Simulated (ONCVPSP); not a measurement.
**technetium: excitation energies, all-electron against ONCV**

```
Element                 : Tc
Generator               : ONCVPSP 4.0.1
Type                    : optimised norm-conserving Vanderbilt (ONCV)
Functional              : PBE
Relativity              : scalar-relativistic
Frozen core             : [Kr]
Valence charge          : 7
Reference configuration : 4d5 5s1.75 (charge +0.25)
Partial waves           : 5s: rc 2.95 bohr, ncon 4, nbas 8, qcut 1.9 1/bohr, 2 projectors, debl 0.3 Ha; p scattering state at 0.18 Ha: rc 2.40 bohr, ncon 4, nbas 8, qcut 3.2 1/bohr, 2 projectors, debl 1.5 Ha; 4d: rc 2.05 bohr, ncon 5, nbas 9, qcut 8.4 1/bohr, 2 projectors, debl 2.8 Ha
Local potential         : polynomial inside 1.75 bohr (lpopt 1, dvloc0 1 Ha)
Core correction         : Teter function, fcfact 2, rcfact 1.25
```

In the p channel the program set the typed energies aside and used 0.050, 1.550 Ha.

Energies are relative to the spin-unpolarised reference configuration 4d5 5s1.75; without spin polarisation the order of configurations can differ from experiment.

```csv
valence configuration,charge,ΔE all-electron (eV),error AE − PS (meV)
4d5 5s1,+1,6.705,+2.3
4d5 5s0,+2,21.556,+36
4d4 5s0,+3,50.262,-27
```

Q: What are ΔE and the potential's error for 4d5 5s2?

A: ΔE = -1.449 eV all-electron; the error (AE − PS) is +0.4 meV.

Levels in the configuration 4d5 5s2:

```tsv
level	all-electron (eV)	pseudo (eV)
4d	-6.662	-6.664
5s	-5.043	-5.044
```

Note: ghosts flagged at negative energy: p at -32.4 eV; GHOST(+) flagged for s at 18.4 eV. A true bound ghost makes a file unfit for plane-wave use.
